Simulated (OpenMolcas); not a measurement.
**S V: effect of the level shift or regulariser**

```json
{"Program": "OpenMolcas 26.06", "Basis": "ANO-RCC-VTZP [5s4p2d1f]", "Scalar Hamiltonian": "DKH2, point nucleus", "Active space": "2 electrons in 4 orbitals (3s 3p)", "State averaging": "2S+1 = 3 even, 3 roots; 2S+1 = 1 even, 7 roots; 2S+1 = 3 odd, 3 roots; 2S+1 = 1 odd, 3 roots", "Spin-orbit coupling": "state interaction with AMFI integrals over the reference wave functions, term energies averaged over their components"}
```

Methods on the same reference wave functions:
A. CASSCF
B. MS-CASPT2, IPEA 0.25 Eh, imaginary shift 0.1 Eh (closed shells correlated: 2s 2p)
C. MS-CASPT2, IPEA 0.25 Eh, real shift 0.2 Eh (closed shells correlated: 2s 2p)

Energies in cm⁻¹ above 3s² ¹S₀, the measured ground level; measured values from NIST levels in Podobedova, Kelleher and Wiese, J. Phys. Chem. Ref. Data 38, 171 (2009); Martin, Zalubas and Musgrove, J. Phys. Chem. Ref. Data 19, 821 (1990).

```
     Level       A       B       C  Measured
   3s² ¹S₀     0.0     0.0     0.0       0.0
3s 3p ³P°₀   82386   82447   82452     83024
3s 3p ³P°₁   82717   82777   82782     83394
3s 3p ³P°₂   83389   83450   83455     84155
3s 3p ¹P°₁  140646  130873  130972    127151
   3p² ³P₀  200873  200576  200579    199967
   3p² ³P₁  201216  200925  200927    200371
   3p² ³P₂  201857  201473  201499    201146
   3p² ¹D₂  217053  203574  204125    193739
   3p² ¹S₀  250552  238630  238739    235350
```

Deviations, from unrounded energies. A percentage is the sum of absolute deviations over the sum of measured energies, with the sign that they share, or ± where signs differ.

```json
{"Against measurement": "mean absolute deviation (cm-1)", "Levels": "9", "A": "6300", "B": "2200", "C": "2300"}
{"Against measurement": "other configurations (%)", "Levels": "9", "A": "±4.0", "B": "±1.4", "C": "±1.5"}
```

B, C lie about equally close to measurement and A furthest from it. The largest miss of B in the table is 3p² ¹D₂, by +9800 cm-1. The ranking rests on the paired levels alone, and a cruder setting can come out closer through cancelling errors.

Between B and C the level of the table that moves most is 3p² ¹D₂, by 550 cm-1 (lowest in B, highest in C).

The lowest spin-free term lies below A's lowest term by 0.023 hartree in B, 0.023 hartree in C.

Over all roots computed the reference weight is 0.93 to 1.00 in B; the roots of lowest weight are the least certain, and an intruder state may touch them. The ¹D term of p² mixes with s d, which this space lacks. Some levels mix across a computed gap that differs much from the measured one, so their mixing is not that of the real levels (holds for B). Computed and measured levels are paired by configuration, term and J; levels that our copy of the source lacks, or whose pairing is in doubt (as where it misses far off the trend of its configuration), stay unpaired and out of the deviations. Only configurations of the active space appear.

° marks odd parity.
